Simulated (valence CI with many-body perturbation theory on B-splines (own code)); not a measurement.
## E1 transitions of Pr XLV

Calculated by valence CI with perturbative core correlation (CI+MBPT): five valence electrons over a frozen Dirac-Fock core [Ne], a basis of 9 s, 9 p, 8 d, 6 f, 3 g, 1 h functions for each j, with the one-electron correlation potential Σ1, the two-electron term Σ2, the three-electron term Σ3, Breit, model QED; selected CI, second order for the rest (own B-spline code, finite nucleus).

The last digits are not significant, and no measured levels were compared; by estimate large intervals hold to a few tenths of a per cent, small ones and those within an open d or f shell to about a per cent. Among the levels kept, up to 510 cm⁻¹ of a level comes from second order outside the variational space, and about a tenth of that is noise between levels of different J, which matters for small intervals.

Lines 51 to 100 of 187 in falling wavelength, among levels below 459.90 eV, chosen from the strongest by gf and those to the six lowest levels. Wavelengths and rates use the calculated energies. Electric multipoles are in the length gauge, E1 and E2 with the static RPA response of the core. Weak lines are less certain than strong ones. Lines between different terms over intervals too small for the method are left out, as are lines whose strength nearly cancels. The highest levels of a list are the least certain.

Levels are named by their leading jj configuration (3d3/2^4 stands for four electrons in 3d with j = 3/2), which in mixed levels can hold well under half, so a name can repeat and another be missing. Letters in brackets count levels of one name in rising energy.

| λ vac (Å) | Upper | Lower | A (s⁻¹) | S (a.u.) with core polarisation | S without |
| --- | --- | --- | --- | --- | --- |
| 92.35 | (3s 3p1/2^2 3p3/2 3d5/2) J=3/2 | (3s^2 3p1/2 3p3/2 3d5/2) J=3/2 [a] | 4.85e+09 | 7.55e-03 | 7.69e-03 |
| 91.35 | (3s 3p1/2^2 3p3/2 3d5/2) J=3/2 | (3s^2 3p1/2 3p3/2 3d3/2) J=5/2 [b] | 1.16e+09 | 1.75e-03 | 1.78e-03 |
| 90.64 | (3s 3p1/2^2 3p3/2^2) J=3/2 | (3s^2 3p1/2 3p3/2^2) J=5/2 | 1.76e+10 | 2.58e-02 | 2.63e-02 |
| 90.60 | (3s 3p1/2^2 3p3/2 3d3/2) J=3/2 [b] | (3s^2 3p1/2 3p3/2 3d3/2) J=1/2 [a] | 2.75e+09 | 4.03e-03 | 4.11e-03 |
| 90.33 | (3s 3p1/2^2 3p3/2 3d3/2) J=3/2 [b] | (3s^2 3p1/2 3p3/2 3d3/2) J=3/2 [a] | 2.20e+09 | 3.21e-03 | 3.27e-03 |
| 89.32 | (3s 3p1/2^2 3p3/2 3d3/2) J=3/2 [b] | (3s^2 3p1/2 3p3/2 3d3/2) J=5/2 [a] | 1.07e+10 | 1.51e-02 | 1.54e-02 |
| 88.67 | (3s 3p1/2^2 3p3/2 3d5/2) J=7/2 | (3s^2 3p1/2 3p3/2 3d5/2) J=7/2 [a] | 2.06e+09 | 5.68e-03 | 5.79e-03 |
| 87.19 | (3s 3p1/2^2 3p3/2 3d3/2) J=5/2 [b] | (3s^2 3p1/2 3p3/2 3d3/2) J=7/2 | 2.14e+10 | 4.19e-02 | 4.27e-02 |
| 86.92 | (3s 3p1/2 3p3/2^3) J=1/2 | (3s^2 3p3/2^3) J=3/2 | 1.35e+10 | 8.74e-03 | 8.90e-03 |
| 86.63 | (3s 3p1/2^2 3p3/2 3d3/2) J=5/2 [a] | (3s 3p1/2^2 3p3/2^2) J=3/2 | 3.20e+09 | 6.16e-03 | 6.28e-03 |
| 86.39 | (3s 3p1/2 3p3/2^3) J=3/2 [b] | (3s^2 3p3/2^3) J=3/2 | 1.23e+10 | 1.57e-02 | 1.60e-02 |
| 85.64 | (3s 3p1/2^2 3p3/2 3d3/2) J=3/2 [a] | (3s 3p1/2^2 3p3/2^2) J=3/2 | 2.51e+09 | 3.11e-03 | 3.16e-03 |
| 85.43 | (3s 3p1/2^2 3p3/2 3d3/2) J=3/2 [a] | (3s 3p1/2^2 3p3/2^2) J=1/2 | 1.95e+09 | 2.40e-03 | 2.45e-03 |
| 85.17 | (3s 3p1/2^2 3p3/2^2) J=1/2 | (3s^2 3p1/2 3p3/2^2) J=3/2 | 2.91e+07 | 1.78e-05 | 1.80e-05 |
| 85.06 | (3s 3p1/2^2 3p3/2 3d3/2) J=1/2 [a] | (3s 3p1/2^2 3p3/2^2) J=3/2 | 1.95e+09 | 1.19e-03 | 1.21e-03 |
| 84.96 | (3s 3p1/2^2 3p3/2^2) J=3/2 | (3s^2 3p1/2 3p3/2^2) J=3/2 | 7.45e+09 | 9.02e-03 | 9.19e-03 |
| 84.85 | (3s 3p1/2^2 3p3/2 3d3/2) J=1/2 [a] | (3s 3p1/2^2 3p3/2^2) J=1/2 | 1.91e+09 | 1.15e-03 | 1.17e-03 |
| 82.86 | (3s 3p1/2^2 3p3/2 3d3/2) J=5/2 [b] | (3s^2 3p1/2 3p3/2 3d3/2) J=3/2 [a] | 2.24e+09 | 3.77e-03 | 3.84e-03 |
| 82.11 | (3s^2 3p1/2 3p3/2 3d3/2) J=3/2 [a] | (3s^2 3p1/2 3p3/2^2) J=1/2 | 5.87e+08 | 6.41e-04 | 6.51e-04 |
| 81.89 | (3s^2 3p1/2 3p3/2 3d3/2) J=1/2 [a] | (3s^2 3p1/2 3p3/2^2) J=1/2 | 5.29e+08 | 2.86e-04 | 2.91e-04 |
| 81.46 | (3s 3p1/2^2 3p3/2 3d3/2) J=1/2 [b] | (3s^2 3p1/2 3p3/2 3d3/2) J=1/2 [a] | 3.36e+09 | 1.79e-03 | 1.83e-03 |
| 81.25 | (3s 3p1/2^2 3p3/2 3d3/2) J=1/2 [b] | (3s^2 3p1/2 3p3/2 3d3/2) J=3/2 [a] | 2.00e+10 | 1.06e-02 | 1.08e-02 |
| 78.02 | (3s 3p1/2^2 3p3/2 3d5/2) J=7/2 | (3s^2 3p1/2 3p3/2 3d3/2) J=7/2 | 4.05e+08 | 7.59e-04 | 7.74e-04 |
| 77.11 | (3s^2 3p1/2 3p3/2 3d3/2) J=5/2 [a] | (3s^2 3p1/2 3p3/2^2) J=5/2 | 1.92e+09 | 2.60e-03 | 2.65e-03 |
| 76.37 | (3s^2 3p1/2 3p3/2 3d3/2) J=3/2 [a] | (3s^2 3p1/2 3p3/2^2) J=5/2 | 4.64e+09 | 4.08e-03 | 4.16e-03 |
| 76.15 | (3s 3p1/2^2 3p3/2 3d3/2) J=3/2 [b] | (3s 3p1/2^2 3p3/2^2) J=3/2 | 5.08e+09 | 4.43e-03 | 4.51e-03 |
| 75.99 | (3s 3p1/2^2 3p3/2 3d3/2) J=3/2 [b] | (3s 3p1/2^2 3p3/2^2) J=1/2 | 1.54e+09 | 1.33e-03 | 1.36e-03 |
| 75.50 | (3s 3p1/2^2 3p3/2 3d3/2) J=5/2 [a] | (3s 3p1/2^2 3p3/2^2) J=5/2 | 4.93e+09 | 6.28e-03 | 6.39e-03 |
| 75.28 | (3s 3p1/2^2 3p3/2 3d5/2) J=3/2 | (3s^2 3p1/2 3p3/2 3d3/2) J=3/2 [a] | 9.87e+08 | 8.31e-04 | 8.46e-04 |
| 74.74 | (3s 3p1/2^2 3p3/2 3d3/2) J=3/2 [a] | (3s 3p1/2^2 3p3/2^2) J=5/2 | 7.84e+09 | 6.46e-03 | 6.57e-03 |
| 74.58 | (3s 3p1/2^2 3p3/2 3d5/2) J=3/2 | (3s^2 3p1/2 3p3/2 3d3/2) J=5/2 [a] | 1.68e+09 | 1.38e-03 | 1.40e-03 |
| 73.03 | (3s^2 3p1/2 3p3/2 3d3/2) J=7/2 | (3s^2 3p1/2 3p3/2^2) J=5/2 | 1.92e+07 | 2.95e-05 | 3.03e-05 |
| 72.96 | (3s^2 3p1/2 3p3/2 3d3/2) J=5/2 [a] | (3s^2 3p1/2 3p3/2^2) J=3/2 | 5.18e+07 | 5.96e-05 | 6.04e-05 |
| 72.83 | (3s 3p1/2^2 3p3/2 3d3/2) J=7/2 | (3s 3p1/2^2 3p3/2^2) J=5/2 | 9.26e+08 | 1.41e-03 | 1.44e-03 |
| 72.54 | (3s^2 3p1/2^2 3d3/2) J=3/2 | (3s^2 3p1/2^2 3p3/2) J=3/2 | 4.38e+09 | 3.30e-03 | 3.36e-03 |
| 72.30 | (3s^2 3p1/2 3p3/2 3d3/2) J=3/2 [a] | (3s^2 3p1/2 3p3/2^2) J=3/2 | 3.74e+08 | 2.79e-04 | 2.82e-04 |
| 72.13 | (3s^2 3p1/2 3p3/2 3d3/2) J=1/2 [a] | (3s^2 3p1/2 3p3/2^2) J=3/2 | 1.34e+09 | 4.97e-04 | 5.05e-04 |
| 69.59 | (3s 3p1/2^2 3p3/2 3d3/2) J=1/2 [b] | (3s 3p1/2^2 3p3/2^2) J=3/2 | 2.75e+09 | 9.14e-04 | 9.30e-04 |
| 69.46 | (3s 3p1/2^2 3p3/2 3d3/2) J=1/2 [b] | (3s 3p1/2^2 3p3/2^2) J=1/2 | 2.07e+09 | 6.85e-04 | 6.95e-04 |
| 68.33 | (3s^2 3p1/2 3p3/2 3d5/2) J=3/2 [a] | (3s^2 3p1/2 3p3/2^2) J=1/2 | 2.78e+08 | 1.75e-04 | 1.78e-04 |
| 68.25 | (3s^2 3p3/2^2 3d3/2) J=5/2 | (3s^2 3p3/2^3) J=3/2 | 1.96e+09 | 1.85e-03 | 1.88e-03 |
| 67.64 | (3s 3p1/2^2 3p3/2 3d5/2) J=5/2 | (3s 3p1/2^2 3p3/2^2) J=3/2 | 1.65e+09 | 1.51e-03 | 1.54e-03 |
| 67.42 | (3s 3p1/2^2 3p3/2 3d3/2) J=3/2 [b] | (3s 3p1/2^2 3p3/2^2) J=5/2 | 1.61e+09 | 9.75e-04 | 9.89e-04 |
| 66.63 | (3s^2 3p1/2 3p3/2 3d3/2) J=3/2 [b] | (3s^2 3p1/2 3p3/2^2) J=1/2 | 9.99e+06 | 5.83e-06 | 5.97e-06 |
| 66.52 | (3s^2 3p1/2 3p3/2 3d3/2) J=1/2 [b] | (3s^2 3p1/2 3p3/2^2) J=1/2 | 4.20e+08 | 1.22e-04 | 1.25e-04 |
| 65.65 | (3s^2 3p1/2 3p3/2 3d5/2) J=7/2 [a] | (3s^2 3p1/2 3p3/2^2) J=5/2 | 3.68e+08 | 4.11e-04 | 4.17e-04 |
| 65.17 | (3s 3p1/2^2 3p3/2 3d5/2) J=3/2 | (3s 3p1/2^2 3p3/2^2) J=3/2 | 9.14e+09 | 5.00e-03 | 5.07e-03 |
| 65.05 | (3s 3p1/2^2 3p3/2 3d5/2) J=3/2 | (3s 3p1/2^2 3p3/2^2) J=1/2 | 4.28e+09 | 2.32e-03 | 2.36e-03 |
| 64.80 | (3s^2 3p1/2 3p3/2 3d3/2) J=5/2 [b] | (3s^2 3p1/2 3p3/2^2) J=5/2 | 4.50e+08 | 3.63e-04 | 3.71e-04 |
| 64.31 | (3s^2 3p1/2 3p3/2 3d5/2) J=3/2 [a] | (3s^2 3p1/2 3p3/2^2) J=5/2 | 1.90e+09 | 9.97e-04 | 1.01e-03 |
